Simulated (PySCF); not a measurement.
Finite-field polarisability of F (fluorine, neutral)

[He] 2s2 2p5, 2P determinant. Computed with PySCF 2.14 in dyall-acv3z, with no relativity, point nucleus. Frozen: 1s2. Energy changes in a uniform field (μhartree):

```tsv
axis	F (au)	HF	MP2	CCSD	CCSD(T)
x	0.0083	-99.609	-107.229	-106.483	-107.498
x	0.0166	-398.499	-429.004	-426.021	-430.087
y	0.008	-101.042	-112.004	-111.069	-112.711
y	0.016	-404.369	-448.296	-444.548	-451.136
```

By symmetry the remaining axis equals y.

Q: Derive α along x at CCSD(T) from the two fields.

A: With ΔE = −αF²/2 − γF⁴/24, α = −(16 ΔE(F) − ΔE(2F))/(6F²) = 3.121 bohr³.

Q: And the mean polarisability at each level?

A: The components xx, yy, zz at CCSD(T) are 3.121, 3.521, 3.521, the third axis being equal by symmetry to one of the two computed. Means: HF 3.069, MP2 3.371, CCSD 3.344, CCSD(T) 3.388 bohr³. Reference: 3.74 ± 0.08 bohr³ (recommended; Schwerdtfeger and Nagle, table of static dipole polarizabilities (2023 update)).

CCSD(T) lies more than 5 % below the reference, which points to too few diffuse and polarisation functions.
